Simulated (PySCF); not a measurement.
Br2Na⁻: a base run and its variants

Base input, run as `python input.py` with PySCF 2.14:

```python
from pyscf import gto, scf, mp

mol = gto.M(
    atom='Na 0 0 0; Br 2.5973 0 0; Br -2.5973 0 0',
    basis='pcseg-1',
    charge=-1,
    spin=0,
    verbose=4,
)
mf = scf.RHF(mol)
mf = mf.density_fit(auxbasis='def2-universal-jkfit')
mf.kernel()
mp.MP2(mf, frozen=19).kernel()
mf.dip_moment()
print('orbital energies (hartree):', mf.mo_energy[..., max(0, mol.nelec[1]-3):mol.nelec[0]+3].round(4))
```

Base result: E(SCF) = -5306.228338 Eh, 8 cycles, E(MP2) − E(SCF) = -0.25212 Eh. The basis has no diffuse functions, which an anion needs. The dipole of an ion depends on the origin.

Wall time 2.8 s on one thread of a shared host.

Each row names what differs from the base; energies in brackets are changes from the base.

| change | result |
| --- | --- |
| basis set: pcseg-1 → 3-21g [no diffuse functions for the anion] | E(SCF) = -5281.172028 Eh, 7 cycles, E(MP2) − E(SCF) = -0.06658 Eh |
| smearing width (hartree): none → 0.05; step after the SCF: mp2 → none | E(SCF) = -5306.178067 Eh (+1.3679 eV), 12 cycles |
| smearing width (hartree): none → 0.001; step after the SCF: mp2 → none | E(SCF) = -5306.228338 Eh (+0.0000 eV), 8 cycles |
| step after the SCF: mp2 → polarizability | E(SCF) = -5306.228338 Eh (+0.0000 eV), 8 cycles, α(xx, yy, zz) = 51.3, 33.0, 33.0 bohr³ |
| PCM solvent, dielectric constant: none → 20.5; step after the SCF: mp2 → analyze | E(SCF) = -5306.314147 Eh (-2.3350 eV), 8 cycles |
| Cartesian functions: off → on | E(SCF) = -5306.275196 Eh (-1.2751 eV), 8 cycles, E(MP2) − E(SCF) = -0.25617 Eh |
| spin (2S): 0 → 4; SCF type: RHF → UHF [a high spin state] | E(SCF) = -5305.689961 Eh (+14.6500 eV), 9 cycles, E(MP2) − E(SCF) = -0.34195 Eh, ⟨S²⟩ = 6.014 |
| geometry: coordinates × 0.98 → coordinates × 2.94 [stretched restricted solution, likely unstable] | E(SCF) = -5306.036549 Eh (+5.2188 eV), 9 cycles, E(MP2) − E(SCF) = -0.24757 Eh |
| basis set: pcseg-1 → def2-svp [no diffuse functions for the anion] | E(SCF) = -5306.217121 Eh (+0.3052 eV), 9 cycles, E(MP2) − E(SCF) = -0.47282 Eh |
| basis set: pcseg-1 → crenbl; core potential: off → on; frozen orbitals: 19 → 0 [no diffuse functions for the anion] | E(SCF) = -353.834322 Eh, 7 cycles, E(MP2) − E(SCF) = -0.69103 Eh |

Q: Order these changes by how far they move the SCF energy from the base, largest first: (1) Cartesian functions: off → on; (2) PCM solvent, dielectric constant: none → 20.5; step after the SCF: mp2 → analyze; (3) geometry: coordinates × 0.98 → coordinates × 2.94.

A: (3) +5.2188 eV, (2) -2.3350 eV, (1) -1.2751 eV.
